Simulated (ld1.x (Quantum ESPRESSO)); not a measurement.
# Pseudopotential generation for O: ultrasoft, PBE, fully relativistic.

| Item | Value |
| --- | --- |
| Element | oxygen |
| Generator | ld1.x (Quantum ESPRESSO) 7.5 |
| Type | ultrasoft |
| Functional | PBE |
| Relativity | fully relativistic |
| Frozen core | [He] |
| Valence charge | 6 |
| Reference configuration | 2s2 2p3.5 (charge +0.5) |
| Partial waves | 2s (bound): rcut 0.55, rcutus 0.65 bohr; 2s channel at -0.4 Ry: rcut 0.55, rcutus 0.65 bohr; 2p (bound): rcut 0.80, rcutus 0.95 bohr; 2p channel at 0.85 Ry: rcut 0.80, rcutus 0.95 bohr; 3d channel at 0.3 Ry: rcut 0.75, rcutus 0.80 bohr |
| Local potential | all-electron potential smoothed inside 0.55 bohr (lloc = -2) |
| Core correction | none |
| Augmentation charge | PSQ, radius 0.40 bohr |

Open shells are filled in proportion to 2j + 1 (rel_dist='average').

* Largest excitation error: +632 meV (all-electron minus pseudo) for 2s0 2p6, out of 7 test configurations
* Density cutoff estimated by the generator: 2255 Ry

The ghost test of this file was not conclusive.
